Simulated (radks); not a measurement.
Species: Sm II. Configuration: [Kr] 4d10 4f6 5s2 5p5.75 6s1 5d0.25 (fractional occupations, a model configuration).

Calculated with a radial shooting solver on a logarithmic mesh with Libxc functionals: scalar-relativistic Kohn-Sham, AM05, spin-polarised, spherical densities, point nucleus; open shells are filled with parallel spins first (spin-orbit coupling, left out, can overturn this in heavy ions).

Energy parts (eV):
total: -283545.56
kinetic: 303055.28
electron-nucleus: -690111.87
Hartree: 109726.85
exchange-correlation: -6215.82

Orbitals (lengths in bohr, moments of r in powers of bohr; r(90%) holds 90 % of the orbital's charge):
| orbital | occ. | eigenvalue (eV) | r(90%) | <r^2> |
|---|---|---|---|---|
| 1s up | 1 | -46643.89 | 0.0411 | 0.0007056 |
| 1s down | 1 | -46643.86 | 0.0411 | 0.0007056 |
| 2s up | 1 | -7628.078 | 0.150 | 0.01112 |
| 2s down | 1 | -7628.000 | 0.150 | 0.01112 |
| 2p up | 3 | -6806.975 | 0.139 | 0.008924 |
| 2p down | 3 | -6806.911 | 0.139 | 0.008923 |
| 3s up | 1 | -1676.147 | 0.374 | 0.07444 |
| 3s down | 1 | -1674.187 | 0.374 | 0.07433 |
| 3p up | 3 | -1419.514 | 0.380 | 0.07452 |
| 3p down | 3 | -1417.563 | 0.379 | 0.07439 |
| 3d up | 5 | -1071.568 | 0.361 | 0.06287 |
| 3d down | 5 | -1070.046 | 0.360 | 0.06271 |
| 4s up | 1 | -339.3519 | 0.833 | 0.3793 |
| 4s down | 1 | -334.7198 | 0.833 | 0.3790 |
| 4p up | 3 | -255.0202 | 0.893 | 0.4287 |
| 4p down | 3 | -250.3843 | 0.893 | 0.4284 |
| 4d up | 5 | -136.7597 | 1.01 | 0.5233 |
| 4d down | 5 | -132.1011 | 1.01 | 0.5239 |
| 5s up | 1 | -51.0963 | 2.02 | 2.206 |
| 5s down | 1 | -48.0181 | 2.05 | 2.269 |
| 5p up | 3 | -30.7425 | 2.41 | 3.061 |
| 5p down | 2.75 | -28.2797 | 2.45 | 3.171 |
| 4f up | 6 | -10.5900 | 1.71 | 1.302 |
| 6s up | 1 | -9.0340 | 5.47 | 16.14 |
| 5d up | 0.25 | -8.0238 | 4.31 | 8.862 |
| 5d down | 0 | -6.4988 | 4.64 | 10.07 |
| 4f down | 0 | -6.4133 | 1.90 | 1.593 |
| 6p up | 0 | -5.6894 | 6.90 | 25.49 |

The highest occupied level is 5d up at -8.024 eV. Spin moment in Bohr magnetons: 7.5.
